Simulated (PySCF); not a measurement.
Computed shifts of a molecule C3H8ClFSi, PySCF with HF/pcSseg-1, GIAO, gas phase, atoms alike by connectivity averaged where their shifts nearly agree, in ppm (number of nuclei): ¹³C: 20.8 (1), 20.6 (1), 17.1 (1). ²⁹Si: 8.3 (1). ¹⁹F: -133.9 (1). ¹H: 5.12 (1), 1.58 (1), 1.44 (3), 1.36 (1), 1.07 (1), 0.61 (1). References: ¹³C against TMS (σ = 192.6 ppm); ²⁹Si against TMS (σ = 393.8 ppm); ¹⁹F against CFCl3 (σ = 238.5 ppm); ³⁵Cl against HCl (σ = 958.2 ppm); ¹H against TMS (σ = 31.99 ppm), references at their B3LYP-D3(BJ)/def2-TZVP geometries, non-relativistic (without spin–orbit terms, shifts of atoms bonded to Cl or Br come out too high). Geometry optimised at PBE0-D3(BJ)/def2-SVP. Other conformers were not sampled.

Identify the compound among the candidates.
(A) F[C@H]([SiH3])CCCl
(B) F[C@@H](C[SiH3])CCl
(C) C[C@@](F)([SiH3])CCl
(D) CCC[Si@H](F)Cl

D, CCC[Si@H](F)Cl
